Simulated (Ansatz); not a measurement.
Saddle point of SiN$_{2}$H$_{6}$S, closed shell (SiN₂H₆S ([NH2][SiH]([NH2])[SH]) → SiN₂H₄ ([NH2][Si][NH2]) + H₂S; bonds formed: S2–H3; bonds broken: Si1–S2, Si1–H3), PBE0-D4/def2-TZVP structure:

```
10
angstrom
Si -0.6332 -0.3211 0.1096
S 1.6026 -1.3847 -0.9248
H -0.0029 -1.7299 -0.2974
N -0.1165 0.5895 1.4446
N -1.1186 0.7618 -1.1053
H 2.0598 -1.6577 0.3074
H 0.2245 1.5358 1.3789
H 0.1856 0.1360 2.2898
H -1.5115 0.4061 -1.9609
H -0.6895 1.6642 -1.2417
```

Energies are electronic, without zero-point energy. Barriers and step energies count from the start structure reached by relaxing down the imaginary mode; all methods use the PBE0-D4 structures, on which another method's saddle can fall below an end. Program: Ansatz 0.2.0. Basis: def2-TZVPP, with def2-QZVPP for the basis limit. Cores are frozen in the correlated methods. B3LYP uses VWN-RPA correlation. Extrapolation: Hartree–Fock as exp(−7.88 √X), correlation as X^−2.97.

```tsv
method	barrier (kcal/mol)	step energy (kcal/mol)
SPW92	54.53	42.67
PBE-D4	55.41	39.83
BLYP-D4	?	36.36
r2SCAN-D4	61.45	45.28
B97M-V	63.17	42.82
PBE0-D4	63.00	43.95
B3LYP-D4	61.67	40.09
r2SCAN0-D4	66.53	47.09
BHLYP-D4	70.49	44.34
CAM-B3LYP-D4	67.20	41.90
wB97X-V	70.74	44.55
wB97M-V	67.73	41.33
B2PLYP	?	41.52
PBE-QIDH	69.30	47.00
RPA on PBE	64.91	38.93
HF	?	44.65
MP2	68.74	45.57
CCSD	70.69	42.20
CCSD(T)	67.48	41.92
```

Fill in the withheld barriers. (An estimate is asked for; the value comes from the calculation.)

The calculation gives: HF 82.16; B2PLYP 65.11; BLYP-D4 55.28 kcal/mol. Each is the energy of the saddle less that of the start structure, by the same method.

For comparison, the barrier by CCSD(T) at an estimated basis limit (MP2 extrapolated from triple and quadruple zeta, plus CCSD(T) − MP2 in triple zeta) is 67.17 kcal/mol.

The T1 diagnostic stays at or below 0.015. The restricted Hartree–Fock reference is unstable towards an unrestricted one at one or more of these structures.

Losses and insertions of silylenes and their heavier kin drive the gas-phase chemistry of silicon and germanium vapour deposition.

Labels in which every atom is bracketed show which atoms are joined, not bond orders.

For scale, one of the runs: CCSD(T)/def2-TZVPP, 230 basis functions, launched by `ansatz run in.yaml --threads 4 --pin off --events-out ev --progress --plain --max-ram 9574MiB`. Time: 110 s of wall clock on 4 CPU threads of an Arm Neoverse N1; the host was shared. Peak host memory: 3.8 GiB.
